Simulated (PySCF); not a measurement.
B(Cl)(Et)(NH2) (C₂H₇BClN), SMILES CCB(N)Cl.

Geometry: PBE-D3(BJ)/def2-SVP. The structure was generated by enumeration, and PubChem lists no compound with its InChIKey, so it may never have been made. Other conformers were not sampled.

These are PBE/def2-TZVP in PySCF values and carry that method's errors.

Symmetry labels are those of the subgroup Cs that the program uses (full group Cs).

Computed valence orbital energies around the gap with their symmetry:
```
orbital  symmetry  energy (eV)
-------  --------  -----------
HOMO−7         A'       -10.26
HOMO−6         A'       -10.01
HOMO−5         A'        -8.74
HOMO−4         A"        -8.60
HOMO−3         A'        -7.92
HOMO−2         A"        -7.82
HOMO−1         A'        -6.91
HOMO           A"        -6.81
LUMO           A"        -0.35
LUMO+1         A'        -0.10
LUMO+2         A'         0.98
LUMO+3         A'         1.10
```
